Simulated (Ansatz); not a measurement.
Consider the redistribution: `C=N[SiH2][GeH3]` + `CNBN` → `CN[BH][GeH3]` + `C=N[SiH2]N`.

Gas-phase electronic energies from Ansatz, PBE0-D4/def2-TZVP geometries. CCSD(T)/CBS is the MP2 limit (def2-TZVPP, def2-QZVPP) plus CCSD(T) − MP2 in def2-TZVPP, frozen cores. DFT in def2-TZVPP. B3LYP here is the variant with VWN-RPA as its local correlation; programs differ in this. For Ge outer-core shells are correlated without core-valence functions, which leaves a few kJ/mol of doubt a bond. Scalar relativity is left out up to krypton. Each species was taken in one conformer, which may not be the lowest.

CCSD(T)/CBS gives +0.43 eV.

Problem. Another level gave +0.54 eV. Which?
A. MP2/def2-TZVPP
B. ωB97M-V/def2-TZVPP
C. B3LYP-D4/def2-TZVPP
D. PBE/def2-TZVPP

Solution. C. B3LYP-D4 0.54, ωB97M-V 0.49, MP2/def2-TZVPP 0.44, PBE 0.58 eV.

Largest T1 diagnostic among the species: 0.013.

In def2-TZVPP, CCSD(T) changes the Hartree–Fock value by −0.09 eV (the triples alone add −0.01 eV) and MP2 by −0.10 eV.
